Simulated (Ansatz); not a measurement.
One change: `O[SiH2][AlH][SnH3]` becomes `[OH][AlH][SiH2]O`.

Ansatz, PBE0-D4/def2-TZVP geometries, multiplicity 1. Each molecule was computed in one conformer, which needn't be the lowest.

Elements past krypton have def2 core potentials.

```csv
property,`O[SiH2][AlH][SnH3]`
HOMO energy (ωB97M-V/def2-TZVPP) / eV,-8.89
HOMO energy (PBE0/def2-TZVPP) / eV,-7.00
LUMO energy (B3LYP/def2-TZVPP) / eV,-2.74
LUMO energy (ωB97M-V/def2-TZVPP) / eV,-0.94
HOMO–LUMO gap (B3LYP/def2-TZVPP) / eV,4.08
size of the dipole moment (PBE/def2-TZVPP) / D,0.95
```

Problem. Give the same properties after the change, and the shifts. (Best estimate.)

Solution. Computed: 
```csv
property,`[OH][AlH][SiH2]O`,shift
HOMO energy (ωB97M-V/def2-TZVPP) / eV,-9.14,-0.25
HOMO energy (PBE0/def2-TZVPP) / eV,-7.12,-0.12
LUMO energy (B3LYP/def2-TZVPP) / eV,-1.65,1.09
LUMO energy (ωB97M-V/def2-TZVPP) / eV,0.18,1.12
HOMO–LUMO gap (B3LYP/def2-TZVPP) / eV,5.28,1.20
size of the dipole moment (PBE/def2-TZVPP) / D,1.49,0.54
```

With PBE0 the HOMO falls by 0.12 eV and the LUMO rises by 1.10 eV, so the gap widens by about 1.22 eV. PBE moves the HOMO by 0.07 eV and ωB97M-V by -0.25 eV. The zero-point energy changes by -16.9 kJ/mol with -6 modes. Dipoles are sizes alone; their direction can turn.

Positive LUMOs are unbound, so they and the gaps depend on the basis.

B3LYP here is the variant with VWN-RPA as its local correlation; programs differ in this.
